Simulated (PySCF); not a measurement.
## Arsenic: a sound run and one with changed settings

Sound run: As [Ar] 3d10 4s2 4p3, As+ [Ar] 3d10 4s2 4p2. Computed with PySCF 2.14 in x2c-SVPall (5s4p3d, 32 functions), with scalar relativity by spin-free X2C-1e. In the sound run the correlated levels freeze [Ar] 3d10. The sound run starts from symmetry-adapted Hartree-Fock orbitals and uses a fine grid where one is needed.

Changed run: all electrons correlated in a basis built for the valence shell.

```json
{"species": "As", "method": "MP2", "sound run (hartree)": "-2258.67877", "changed run (hartree)": "-2258.84105", "converged": "yes"}
{"species": "As+", "method": "MP2", "sound run (hartree)": "-2258.31988", "changed run (hartree)": "-2258.48022", "converged": "yes"}
```

Ionisation energy of As:

| method | sound run (eV) | changed run (eV) |
| --- | --- | --- |
| UHF | 9.431 | 9.431 |
| MP2 | 9.766 | 9.819 |
| SCS-MP2 | 9.645 | 9.677 |

A valence basis has no tight correlating functions, so it recovers only part of the core correlation, and not evenly between atom and ion.

For comparison, NIST gives 9.789 eV between the lowest levels.
